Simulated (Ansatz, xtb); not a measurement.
# C3H9BrSi: which of two isomers lies lower

We compare a, `C[SiH2][C@@H](C)Br`, a singlet, with b, `CC[Si@@H](C)Br`, a singlet. Both are isolated molecules in the gas phase, relaxed with B3LYP/def2-SVP, each in the lowest conformer that the search found.

Q: Which of the two would you expect CCSD(T)/def2-SVP + ΔMP2/def2-TZVPP electronic energies to favour?

A: Structure b; the calculation gives E(b) − E(a) = −35.2 kcal/mol.

How the difference moves with the method:

```
                             level        geometry  E(b) − E(a) (kcal/mol)  departure from the last row (kcal/mol)  job, with rough time for the two
                          GFN2-xTB        GFN2-xTB                     −30.4                                    +4.8              optimisation, 0.47 s
                         HF/STO-3G        GFN2-xTB                     −36.4                                    −1.2               single point, 1.7 s
                r2SCAN-D4/def2-SVP        GFN2-xTB                     −36.0                                    −0.8                single point, 13 s
                    B3LYP/def2-SVP  B3LYP/def2-SVP                     −35.1                                    +0.1             optimisation, 2.4 min
                       HF/def2-SVP  B3LYP/def2-SVP                     −38.4                                    −3.2           part of the CCSD(T) run
                      MP2/def2-SVP  B3LYP/def2-SVP                     −36.9                                    −1.7           part of the CCSD(T) run
                  CCSD(T)/def2-SVP  B3LYP/def2-SVP                     −35.4                                    −0.2                      single point
CCSD(T)/def2-SVP + ΔMP2/def2-TZVPP  B3LYP/def2-SVP                     −35.2                                                     single point, 3.4 min
```

As drawn, b has 1 Br–Si, 1 C–H in place of 1 C–Br, 1 Si–H.

The levels shown agree on the order. The largest departure from CCSD(T)/def2-SVP + ΔMP2/def2-TZVPP is that of GFN2-xTB, 4.8 kcal/mol. The last row adds to CCSD(T) the change of the MP2 difference between the two basis sets, here +0.2 kcal/mol.

With thermal terms from frequencies at re-optimised GFN2-xTB minima (ideal gas, soft modes damped towards free rotors, one conformer each, 298.15 K, 1 atm): on the last row, ΔE + ΔZPE = −32.9, ΔH = −32.9, ΔG = −33.1 kcal/mol.

The correlated steps freeze 17 core orbitals; the filled d shell of Br is correlated, in a basis made for valence electrons. Run with Ansatz 0.2.0, xtb 6.7.1; the last row on 2 threads of AMD EPYC (Zen 3) on a shared host.
